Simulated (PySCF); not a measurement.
A structure optimised at B3LYP-D3(BJ)/def2-SVP, used in a PySCF frequency run:

```xyz
9

Si     0.0000    -0.0645     1.6001
O      0.0003     0.3690     0.0000
Si     0.0000    -0.0645    -1.6001
H     -0.0334     1.1726     2.4254
H     -1.1970    -0.9003     1.9100
H      1.2296    -0.8450     1.9255
H      1.2296    -0.8450    -1.9255
H     -0.0334     1.1726    -2.4254
H     -1.1970    -0.9003    -1.9100
```
Charge 0, spin multiplicity 1.

**Question.** Write its SMILES, formula and point group.

**Answer.** [SiH3]O[SiH3], H6OSi2, Cs

**Question.** What are its rotational constants (standard atomic weights)?

**Answer.** 35.640, 2.8643, 2.8274 GHz
